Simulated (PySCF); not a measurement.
Field gradients at the hydrogen positions

Compound: C3H6N2O2Si.
Z-matrix (Å and degrees, GFN2-xTB geometry), rows numbered from 1:
```
C 
O   1  1.4211
C   2  1.3176  1  114.06
N   3  1.2942  2  128.46  1     0.97
N   4  1.3533  3  105.85  2   179.39
C   5  1.2878  4  108.15  3     0.12
Si  6  1.8777  5  128.34  4   179.46
O   3  1.3419  2  118.50  1  -179.56
H   1  1.0914  2  110.47  3   -54.71
H   1  1.0873  2  105.73  3  -174.66
H   1  1.0918  2  110.37  3    65.72
H   7  1.4593  6  107.52  5    43.09
H   7  1.4629  6  108.02  5   -77.70
H   7  1.4625  6  106.35  5   163.29
```

Level: PBE0/pcSseg-1 (PySCF, non-relativistic); Q(2H) = 0.00286 b; rigid geometry, the same for H and D, with no vibrational averaging.

Question: Rank these positions by the coupling χzz of a deuteron there, largest first.
A. H11 (methyl hydrogen)
B. H13 (Si–H hydrogen)
C. H10 (methyl hydrogen)

Answer: C (205 kHz), A (197 kHz), B (108 kHz).

Q: What are Vzz, η and χzz (234.96 MHz × Q × Vzz) at all hydrogens?

A: 
```
atom  bonded to  bond length (Å)  Vzz (au)     η  χzz (kHz)
  H9         C1            1.091    0.2925  0.12        197
 H10         C1            1.087    0.3046  0.09        205
 H11         C1            1.092    0.2939  0.11        197
 H12        Si7            1.459    0.1636  0.01        110
 H13        Si7            1.463    0.1611  0.02        108
 H14        Si7            1.463    0.1610  0.02        108
```

Q: Average by the element that carries the hydrogen.

A: on C: 200 kHz over 3 positions, mean bond length 1.090 Å; on Si: 109 kHz over 3 positions, mean bond length 1.462 Å.

Geometry: GFN2-xTB, one conformer, isolated molecule. GFN2-xTB frequencies show an imaginary mode (39i cm⁻¹), so this geometry is no minimum at that level. GFN2-xTB bond lengths can be off by several hundredths of an ångström, more for odd bonds, and the gradients follow them. With a basis this small, the couplings can be 20 % off.

The run behind these numbers computed NMR shieldings as well. The run took 30 s wall (with the writing of density and orbital grids) on Intel Xeon Platinum 8488C, one thread, no GPU, shared host, and the process peaked at 0.73 GiB of memory.
